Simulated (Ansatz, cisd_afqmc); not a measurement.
System: GaAsH₄, charge 0, singlet. GaAsH4 (SMILES [GaH2][AsH2]).
B3LYP-D3(BJ)/def2-TZVP minimum from Ansatz (an electronic-structure program):
```xyz
6

Ga    -1.2132    -0.2162    -0.0150
As     1.1791     0.2281    -0.0392
H      1.5161    -1.1141     0.5981
H      1.1376     0.9623     1.2952
H     -2.2103     0.9396     0.3619
H     -1.7445    -1.6156    -0.4960
```

Atomisation energy term by term, kcal/mol (programs: Ansatz, cisd_afqmc). UHF or UKS for unpaired electrons; spin-orbit terms are left out. Cores are frozen in correlated methods (noble-gas shells, and filled d and f shells in the p block). No relativity. AFQMC/CISD: phaseless, guided by CISD from CCSD amplitudes; bars are statistical, one sigma. Outlying blocks are dropped, and bars are widened where a walk drifts. Over all cases where full CI ran beside it in this data, AFQMC minus full CI had a median of +0.1 mEh and passed +0.4 mEh in a tenth of the cases. CBS(X,Y): correlation extrapolated as X^-3, Hartree-Fock from the larger set (Q,5: extrapolated as (X+1)exp(-9√X)). A bracket is a step between two methods taken in the basis named. Where a partner has so few electrons that a lower coupled-cluster level is exact, that level stands in.

```
term                               basis  kcal/mol
------------------  --------------------  --------
Hartree-Fock        CBS(cc-pVQZ,cc-pV5Z)    222.27
CCSD correlation    CBS(cc-pVQZ,cc-pV5Z)     91.17
(T)                 CBS(cc-pVQZ,cc-pV5Z)      3.91
CCSDT(Q) - CCSD(T)               cc-pVTZ      0.36
CCSDTQ - CCSDT(Q)                cc-pVDZ      0.00
sum: De                                      317.7
```

The step beyond CCSD(T) by other levels: CCSDTQ in cc-pVDZ 0.49; AFQMC/CISD in cc-pVDZ 0.51 ± 0.13; CCSDT(Q) in cc-pVDZ 0.48 kcal/mol.
